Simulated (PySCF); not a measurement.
Start geometry of `[AlH3-][CH]1CCCC1` from GFN2-xTB (Å):
```
atom  x, y, z in Å
Al1    2.4650    0.4387   -0.3621
C2     0.4231    0.2281   -0.6241
C3    -0.0375   -1.1759   -0.2174
C4    -1.5274   -1.0477    0.1390
C5    -1.7288    0.4256    0.5363
C6    -0.3464    1.0821    0.3895
H7     2.8934    1.9656   -0.6611
H8     2.7300    0.0615    1.1913
H9     3.2430   -0.5832   -1.3392
H10   -0.0166    0.4351   -1.6176
H11    0.1346   -1.9159   -1.0013
H12    0.5274   -1.4868    0.6670
H13   -1.8163   -1.7270    0.9464
H14   -2.1456   -1.2930   -0.7295
H15   -2.4473    0.9038   -0.1357
H16   -2.1214    0.5195    1.5531
H17   -0.4190    2.1282    0.0858
H18    0.1810    1.0475    1.3480
```

Question: What comes out of this run: PBE0-D3(BJ)/def2-SVP geometry optimisation, gas phase in PySCF?

Answer: 
```
atom  x, y, z in Å
Al1    2.470    0.472   -0.492
C2     0.449    0.201   -0.508
C3    -0.041   -1.199   -0.131
C4    -1.554   -1.056    0.142
C5    -1.755    0.426    0.542
C6    -0.348    1.057    0.479
H7     2.821    2.037   -0.884
H8     3.002    0.136    1.036
H9     3.173   -0.553   -1.578
H10    0.075    0.427   -1.530
H11    0.182   -1.960   -0.897
H12    0.469   -1.528    0.794
H13   -1.915   -1.753    0.919
H14   -2.128   -1.286   -0.772
H15   -2.428    0.926   -0.176
H16   -2.227    0.532    1.535
H17   -0.374    2.126    0.209
H18    0.125    0.999    1.478
```

The energy falls by 8.5 kJ/mol over 8 energy and gradient evaluations, the largest force component goes from 0.0124 to 1.1e-04 Eh/bohr, and the atoms move by 0.141 Å rms after alignment. Among the bonds, Al1–H7 and Al1–H9 change most and about equally (+0.037 Å). Bonds longer at the end by more than 0.005 Å: 15 of 18; shorter: 1. Among the angles that change most is Al1–C2–H10, from 119.1° to 108.3°. Among the dihedrals that turn most is Al1–C2–C6–H17, from 81° to 70°. Rotational constants go from 5941, 1684, 1430 to 5989, 1638, 1391 MHz. The orientation of the end geometry is arbitrary; only internal coordinates are fixed.

The run used 148 basis functions and 44 SCF cycles in all. Hardware: one thread, Arm Neoverse V1, shared host. Cost: 69 s of wall time.

Stationary, but not proved a minimum. The geometry's basis has no diffuse functions, a weakness for an anion.

One conformer stands for the species.
